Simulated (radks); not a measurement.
Fractional charge and spin in the 4s shell of krypton: the spin-up occupation runs from 0 to 1 and the spin-down occupation from 0 to 1; the fullest corner is Kr, [Ar] 3d10 4p6 4s(up 1, down 1). All-electron calculation, non-relativistic Kohn-Sham, LDA (Slater exchange, Perdew-Wang correlation), spin-polarised, spherical densities, point nucleus. Program: a radial shooting solver on a logarithmic mesh with Libxc functionals. Energy (eV) minus the two flat planes that join the four corners (they meet along the diagonal where the two added fractions sum to one electron); zero is where a piecewise linear energy would lie.

down \ up       0    0.25     0.5    0.75       1
0           0.000  -1.155  -1.531  -1.141   0.000
0.25       -1.155  -1.469  -1.021   0.177  -1.049
0.5        -1.531  -1.021   0.236  -0.933  -1.387
0.75       -1.141   0.177  -0.933  -1.330  -1.031
1           0.000  -1.049  -1.387  -1.031   0.000

Corners above the fullest one (they belong to Kr+ and the next ion): (up 1, down 0) 27.769 eV, (up 0, down 1) 27.769 eV, (up 0, down 0) 68.170 eV. With half an added electron in each spin the energy lies 0.236 eV from the planes, and with half an added electron in spin up alone -1.531 eV. The planes are only a guide here: the flat-plane condition holds for ground states with one frontier orbital, while this shell lies below other occupied shells, so the corners above the fullest one are inner-hole states and not the ground states of those ions.
